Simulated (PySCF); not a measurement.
C3H5AlO2.
SMILES: `C1=C[O][AlH2-][O+]=C1`

A PySCF run (density fitting, gas phase, GFN2-xTB geometry) gave HOMO -6.90 eV, LUMO -2.79 eV, dipole 4.21 D and E = -509.998 Eh.

Question: Which of these levels was it?
A. HSE06/def2-TZVP
B. PBE/6-31G*
C. PBE0/pcSseg-1
D. CAM-B3LYP/def2-SVPD

Answer: A. It is HSE06/def2-TZVP. All candidates on this geometry:

```tsv
level and settings	kind	basis functions	SCF cycles	E (Eh)	HOMO (eV)	LUMO (eV)	dipole (D)
PBE/6-31G*	GGA	98	16	-509.7838	-5.96	-2.97	3.94
HSE06/def2-TZVP, damping 0.3 at the start, DIIS from the seventh cycle, energy threshold 1e-06 Eh	screened hybrid, exact exchange at short range	222	18	-509.9985	-6.90	-2.79	4.21
PBE0/pcSseg-1	global hybrid	134	13	-509.8098	-7.33	-2.39	4.25
CAM-B3LYP/def2-SVPD	range-separated hybrid	170	12	-509.8959	-8.63	-1.38	4.36
```

The nearest other candidate, by the summed differences of HOMO and LUMO, is PBE0/pcSseg-1: its HOMO differs by -0.43 eV and its LUMO by +0.40 eV. Cycle counts include a coarse-grid stage where the run had one. All basis functions are spherical, in the Pople sets too.
